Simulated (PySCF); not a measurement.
From one molecule to another.

First species: C₅H₄F₂.
SMILES: `C(=C(\C#C)F)/CF`

Second species: C₇H₁₀ClNSi.
Bonds: C1–C2, C2–C3 (aromatic), C3–C4 (aromatic), C4–C5 (aromatic), C5–Si6, Si6–C7, C7–Cl8, C5–N9 (aromatic), N9–C10 (aromatic), C2–C10 (aromatic). Hydrogens: H11, H12, H13 on C1; H14 on C3; H15 on C4; H16, H17 on Si6; H18, H19 on C7; H20 on C10.

Levels: PBE0/pcSseg-1 for dipole moment, HOMO energy, LUMO energy and HOMO–LUMO gap; GFN2-xTB for rotational constant A and rotational constant C. Geometries: GFN2-xTB. All species are isolated and taken at one optimised geometry, non-relativistic unless stated; the electronic structure was computed with PySCF and density fitting.

Dipoles, sizes and rotational constants follow the conformer. The torsions of the flexible species, by atom-mapped SMILES:
- `[CH:1]#[C:2]/[C:3]([F:4])=[CH:5]/[CH2:6][F:7]`: C3–C5–C6–F7 158°
- `[CH3:1][c:2]1[cH:3][cH:4][c:5]([SiH2:6][CH2:7][Cl:8])[n:9][cH:10]1`: C4–C5–Si6–C7 180°, C5–Si6–C7–Cl8 180°

Values for the first species:

| Quantity | Value |
| --- | --- |
| Dipole moment | 1.50 D |
| HOMO energy | -7.37 eV |
| LUMO energy | -1.23 eV |
| HOMO–LUMO gap | 6.14 eV |
| Rotational constant A | 6.612 GHz |
| Rotational constant C | 1.095 GHz |

Estimate the same properties for the second species, and the change in each.

| property | first | second | second less first |
| --- | --- | --- | --- |
| dipole moment | 1.50 D | 4.83 D | +3.33 D |
| HOMO energy | -7.37 eV | -7.29 eV | +0.08 eV |
| LUMO energy | -1.23 eV | -1.02 eV | +0.21 eV |
| HOMO–LUMO gap | 6.14 eV | 6.27 eV | +0.13 eV |
| rotational constant A | 6.612 GHz | 3.471 GHz | -3.141 GHz |
| rotational constant C | 1.095 GHz | 0.340 GHz | -0.755 GHz |

On the first: The dipole matches unit charges of opposite sign 0.31 Å apart (1 e·Å = 4.8032 D).

On the second: In atomic units the dipole is 1.90 e·bohr (1 au = 2.5417 D).
